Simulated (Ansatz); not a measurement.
Program: Ansatz 0.2.0.

A structure relaxed at PBE0-D4/def2-TZVP, charge 0, multiplicity 1:

```xyz
5

I     1.4894    1.3020    1.7837
Sn    0.0000    0.0000    0.0000
I    -2.2114   -0.9023    1.1793
I    -0.6615    1.6536   -1.9807
I     1.3835   -2.0533   -0.9822
```

Give its formula and SMILES.

I4Sn, `[I][Sn]([I])([I])[I]`.

Point group (tolerance 0.08 Å, 0.16 Å for H)?

Td.

Summarise the bond lengths by kind.

4 × I–Sn 2.664 Å.
